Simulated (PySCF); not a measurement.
BFH2.

```xyz
4

B      0.0000     0.0000     0.6712
H      0.0000    -1.0593     1.2294
H      0.0000     1.0593     1.2294
F      0.0000     0.0000    -0.6461
```

Coordinates come from a PBE0-D3(BJ)/def2-TZVPD optimisation.

Method: PySCF with KT2/pcSseg-2. Non-relativistic, no solvent.

Computed absolute GIAO shielding of each atom: isotropic value and principal components (ppm):
```csv
atom,σ(iso),σ11,σ22,σ33,span
B1,44.1,-11.3,55.8,87.8,99.1
H2,25.8,25.5,25.6,26.3,0.8
H3,25.8,25.5,25.6,26.3,0.8
F4,137.6,-74.2,-31.3,518.4,592.6
```
